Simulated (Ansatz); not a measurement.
Mulliken charges of CH$_{4}$AlNO (`[NH2][AlH][CH]=O`) from PBE/def2-TZVPP in Ansatz (PBE0-D4/def2-TZVP geometry).

| atom | x (Å) | y (Å) | z (Å) | charge (e) |
| --- | --- | --- | --- | --- |
| N1 | -0.602 | 1.120 | -0.859 | -0.397 |
| Al2 | 0.699 | 0.376 | 0.059 | 0.384 |
| C3 | 0.148 | -1.421 | 0.811 | -0.008 |
| O4 | -0.979 | -1.797 | 0.566 | -0.226 |
| H5 | -0.580 | 2.008 | -1.331 | 0.143 |
| H6 | -1.498 | 0.672 | -0.974 | 0.161 |
| H7 | 2.108 | 1.077 | 0.240 | -0.113 |
| H8 | 0.796 | -2.092 | 1.432 | 0.055 |

**Question.** By hand: the dipole of these point charges (1 e Å = 4.8032 D).

**Answer.** Σ q r = (0.209, 0.276, -0.066) e Å, of length 0.352 e Å = 1.69 D.

**Question.** How does the dipole of the full density compare? (Estimate.)

**Answer.** Computed: (0.158, 0.277, -0.087) e Å, 1.59 D; the point charges give 1.06 times that, at 9° from its direction.

Point charges leave out the atoms' own dipoles, such as those of lone pairs, and Mulliken's split depends on the basis, so the close match here is no proof of good charges.
